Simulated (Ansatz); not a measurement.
## Ligand exchange: SiH2Cl2 + CH2ClI → SiH3Cl + CHCl2I

Species: SiH2Cl2 (dichlorosilane (DCS)) `Cl[SiH2]Cl`, singlet; CH2ClI `ClCI`, singlet; SiH3Cl `[SiH3]Cl`, singlet; CHCl2I (dichloroiodomethane) `ClC(Cl)I`, singlet. The partners trade Cl for H: Si–Cl and C–H bonds give way to Si–H and C–Cl.

Shapes, held fixed at every level: PBE0-D4/def2-TZVP. Programs: Ansatz 0.2.0. The zero-point and thermal change to 298 K, harmonic and unscaled (PBE0-D4/def2-TZVP), is -9.1 kJ/mol.

| level | kind | ΔH(298 K) (kJ/mol) | less CCSD(T)/def2-TZVPP |
| --- | --- | --- | --- |
| HF/def2-SVP | Hartree–Fock | +191.5 | +19.9 |
| PBE-D4/def2-TZVPP | GGA | +162.7 | -8.9 |
| wB97M-V/def2-TZVPP | range-separated hybrid | +173.9 | +2.3 |
| wB97X-V/def2-TZVPP | range-separated hybrid | +171.9 | +0.3 |
| CCSD(T)/def2-SVP | coupled cluster or CI | +165.6 | -6.0 |
| CCSD/def2-SVP | coupled cluster or CI | +169.5 | -2.1 |
| CCSD/def2-TZVPP | coupled cluster or CI | +175.6 | +4.0 |
| CCSD(T)/def2-TZVPP | coupled cluster or CI | +171.6 | 0.0 |

The highest level, CCSD(T)/def2-TZVPP, gives ΔH(298 K) = +171.6 kJ/mol; the levels span +162.7 to +191.5. The column of differences is taken from that level and isn't an error. No measured value is set beside it here. For atoms past krypton def2 sets carry core potentials with scalar relativity. Outer-core shells of I are correlated, in sets that cover them unevenly.
